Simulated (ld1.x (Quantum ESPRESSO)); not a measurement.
## Pd, TM: configuration errors across variants

palladium (Pd), norm-conserving Troullier–Martins (Kleinman–Bylander form), made with ld1.x (Quantum ESPRESSO) 7.5 (LDA (PZ), scalar-relativistic). Core [Ar] 3d10, reference 4s2 4p6 4d8 5s0 5p0 (charge +2). Waves: 4p (bound): rc 1.20 bohr; 4d (bound): rc 1.20 bohr; 4s (bound): rc 1.40 bohr. Local part: the s channel. Core correction: Bessel-smoothed model core inside 1.10 bohr.

All-electron excitation energies from the reference (eV): (1) 4s2 4p6 4d10 5s0 5p0 -30.470; (2) 4s2 4p6 4d9 5s0 5p0 -21.081; (3) 4s2 4p6 4d7 5s0 5p0 34.595; (4) 4s2 4p6 4d6 5s0 5p0 84.148; (5) 4s2 4p6 4d9.5 5s0 5p0 -27.100; (6) 4s2 4p5 4d10 5s0 5p0 26.870; (7) 4s1 4p6 4d10 5s0 5p0 61.222; (8) 4s2 4p6 4d8 5s0 5p0 spin -0.635; (9) 4s2 4p6 4d9 5s0 5p0 spin -21.225.

Spin tests fill each open shell by Hund’s rule, majority spin first.

A true bound ghost makes a file unfit for plane-wave use even where its test errors are small: the radial tests pick states by their node count and pass the ghost by.

Errors AE − PS in meV (a dash: test not solved or not reliable):

```csv
change,(1),(2),(3),(4),(5),(6),(7),(8),(9),bound ghosts
base,+38,+15,+21,+106,+27,-35,-147,+36,+23,none
"all radii but the core radius scaled by about 0.75 (s 1.06, p 0.90, d 0.90 bohr)",+5.5,+2.2,+6.2,+31,+4.1,-32,-35,+28,+8.2,none
"all radii but the core radius scaled by about 0.90 (s 1.26, p 1.08, d 1.08 bohr)",+16,+7.1,+8.9,+51,+12,-32,-79,+33,+14,none
"all radii but the core radius scaled by about 1.03 (s 1.44, p 1.24, d 1.24 bohr)",+45,+18,+24,+123,+32,-38,-165,+37,+26,none
"all radii but the core radius scaled by about 1.11 (s 1.56, p 1.32, d 1.32 bohr)",+73,+28,+39,+188,+51,-41,-225,+39,+36,none
"all radii but the core radius scaled by about 1.24 (s 1.74, p 1.48, d 1.48 bohr)",+130,+47,+66,+307,+89,-52,-319,+43,+57,none
```

Task: Give the same row for: all radii but the core radius scaled by about 1.35 (s 1.90, p 1.62, d 1.62 bohr).

Result: +206, +73, +100, +446, +140, –, -413, +46, +83; bound ghosts: s (extra level of the local part).
